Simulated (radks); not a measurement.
The gold ion Au25+, configuration [Kr] 4d10 4f8.

Method: scalar-relativistic Kohn-Sham, r2SCAN, spin-polarised, spherical densities, finite nucleus; open shells are filled with parallel spins first (spin-orbit coupling, left out, can overturn this in heavy ions); meta-GGA in the generalised Kohn-Sham scheme; Fermi nuclear charge, rms radius 5.4371 fm; computed with a radial shooting solver on a logarithmic mesh with Libxc functionals.

Energy parts (hartree):
| part | energy |
|---|---|
| total | -18732.9247 |
| kinetic | 20980.3889 |
| electron-nucleus | -45062.2519 |
| Hartree | 5682.6708 |
| exchange-correlation | -333.7325 |

Orbitals (lengths in bohr, moments of r in powers of bohr; <r^-3> diverges for s and p1/2):
| orbital | occ. | eigenvalue (hartree) | <r^-3> |
|---|---|---|---|
| 1s down | 1 | -2999.107 | - |
| 1s up | 1 | -2999.106 | - |
| 2s up | 1 | -553.3247 | - |
| 2s down | 1 | -553.3211 | - |
| 2p up | 3 | -482.1408 | 25490 |
| 2p down | 3 | -482.1367 | 25490 |
| 3s up | 1 | -152.4127 | - |
| 3s down | 1 | -152.1095 | - |
| 3p up | 3 | -131.6605 | 5859 |
| 3p down | 3 | -131.3530 | 5882 |
| 3d up | 5 | -109.4534 | 725.0 |
| 3d down | 5 | -109.2195 | 728.0 |
| 4s up | 1 | -53.79911 | - |
| 4s down | 1 | -53.34212 | - |
| 4p up | 3 | -46.72032 | 1532 |
| 4p down | 3 | -46.28500 | 1517 |
| 4d up | 5 | -38.26424 | 174.3 |
| 4d down | 5 | -37.82570 | 172.3 |
| 4f up | 7 | -29.04743 | 38.26 |
| 4f down | 1 | -28.55533 | 37.94 |

The highest occupied level is 4f down at -777.03 eV. Summed over all electrons, <r^2> = 6.009 bohr^2, which gives a Langevin (diamagnetic) susceptibility term of -4.76 x 10^-6 cm^3/mol.
